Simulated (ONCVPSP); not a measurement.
**What one change does to a pseudopotential (Cs, ONCV)**

ONCVPSP 4.0.1 input, shortened (lines: element, Z, core and valence counts, functional; n l f; lmax; l rc ep ncon nbas qcut; lloc lpopt rc5 dvloc0; l nproj debl; icmod fcfact rcfact), PBE, fully relativistic:

```
  Cs 55.00    9    3        4      upf
    1    0    2.00
    2    0    2.00
    2    1    6.00
    3    0    2.00
    3    1    6.00
    3    2   10.00
    4    0    2.00
    4    1    6.00
    4    2   10.00
    5    0    2.00
    5    1    6.00
    6    0    1.00
    2
    0    3.10    0.00    4    8    3.90
    1    3.45    0.00    4    8    3.50
    2    3.60    0.25    5    9    2.40
    4    5    2.60    0.00
    0    2    1.20
    1    2    1.10
    2    3    1.70
    3    2.00    1.75
```

Open shells are filled in proportion to 2j + 1.

In the d channel the program set the typed energies aside and used 0.050, 1.750, 3.450 Ha (j = l + 1/2; the other j can differ).

Change: all radii but the core radius scaled by about 1.28 (s 3.96, p 4.42, d 4.60 bohr); local potential polynomial inside 3.32 bohr (lpopt 5, dvloc0 0 Ha).

Cutoffs: the cutoffs (Ha) at which the residual kinetic energy of the hardest occupied pseudo-wave falls to 1 and 0.1 mHa per electron; they do not see the model core or the augmentation charge, which bear on the density cutoff. Errors are all-electron minus pseudo energies relative to the spin-unpolarised reference configuration.

What does the change do?

The potential gets softer (4.2 Ha and 5.7 Ha → 3.6 Ha and 4.4 Ha); of the 4 tests that both files solve, the error grows in 4 and shrinks in 0 by more than 15 % and 0.3 meV (median size 1.9 → 3.6 meV); neither file shows a bound ghost. A larger radius leaves more room for a smooth pseudo-wave, so fewer plane waves are needed. More of the atom is replaced by a form fitted at one configuration, so other configurations suffer.

```tsv
quantity	base	changed
cutoff, loose	4.2 Ha	3.6 Ha
cutoff, tight	5.7 Ha	4.4 Ha
loose cutoff by channel	s 4.2 Ha, p 4.1 Ha	s 2.5 Ha, p 3.6 Ha
bound ghosts	none	none
GHOST(+) flags under 300 eV	none	none
error for 5s2 5p6 6s0, meV [ΔE 3.86 eV]	-2.3	-4.9
error for 5s2 5p6 6s0.5, meV [ΔE 1.47 eV]	-0.3	-0.7
error for 5s2 5p6 6s0 6p1, meV [ΔE 1.37 eV]	-1.5	-2.4
error for 5s1 5p6 6s1, meV [ΔE 31.65 eV]	-186	-351
rms error of d²Exc/dni dnj with the model core, mHa	1.68	2.13
```

Base: These tests converged, but a pseudo level misses the all-electron one widely, so the file describes the atom poorly there or has found another state: 5s2 5p6 6s0 6p1: empty 6s by 2.9 eV. Changed file: The cutoffs count occupied waves only; projector 2 of the d channel, the hardest unoccupied one, needs 15 Ha at the loose tolerance. These tests converged, but a pseudo level misses the all-electron one widely, so the file describes the atom poorly there or has found another state: 5s2 5p6 6s0 6p1: empty 6s by 2.9 eV.
